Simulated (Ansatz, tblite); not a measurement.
Forces on the cluster Ag3Ge2⁻ at its r2SCAN-D4/def2-SVPD geometry. Total charge -1; singlet.

In the def2 sets Ag takes a core potential; there is no spin–orbit coupling. The xTB rows come from tblite. No other spin state of charge -1 was run. The structure comes from a short search, and lower isomers may exist.

GFN1-xTB (tblite), largest force 1.78 eV/Å:

```xyz
5
positions Å, forces eV/Å
Ag   -0.740    0.819    0.219    0.023   -0.071   -0.026
Ag    1.571    2.155    1.031   -0.331   -0.080   -0.073
Ag    1.796   -0.342    0.125    0.160   -0.077   -0.008
Ge   -0.206   -1.583   -0.654   -1.616    0.326   -0.073
Ge   -2.421   -1.048   -0.721    1.764   -0.098    0.180
```

GFN2-xTB (tblite), largest force 1.20 eV/Å:

```
Ag -0.802 -0.797 -0.414
Ag 0.169 -0.187 -0.049
Ag 0.308 0.116 0.084
Ge 0.057 0.374 0.156
Ge 0.269 0.494 0.223
```

PBE-D4/def2-TZVPD (Ansatz), largest force 0.37 eV/Å:

```
Ag -0.186 0.070 -0.002
Ag 0.077 0.234 0.102
Ag 0.174 -0.220 -0.063
Ge 0.299 -0.119 -0.005
Ge -0.363 0.034 -0.032
```
